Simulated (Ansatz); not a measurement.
Basis-set extrapolation for CH$_{4}$FNOSi (`NC(=O)[SiH2]F`) (PBE0-D4/def2-TZVP geometry, frozen core, the Gaussian-basis code of Ansatz). Multiplicity 1, RHF reference.

```
                      def2-TZVPP   def2-QZVPP
                 HF  -558.086260  -558.108123
    MP2 correlation    -0.964332    -1.042758
CCSD(T) correlation    -1.024068      not run
```

Energies in hartree. Use E(X) = E(∞) + A·exp(−7.88·√X) for Hartree–Fock and E(X) = E(∞) + B·X^(−2.97) for correlation, with X = 3 and 4, and add CCSD(T) minus MP2 of the smaller set to the MP2 limit.

Task: What is the CCSD(T) energy at the basis-set limit?

Result: HF limit: -558.108123 + (-0.021863) × 0.13774 = -558.11113. MP2 limit: -1.042758 + (-0.078426) × 0.74074 = -1.10085. Higher-order term: -1.024068 − (-0.964332) = -0.05974. Total: -559.27172 hartree, 423.7 kJ/mol below CCSD(T)/def2-TZVPP.
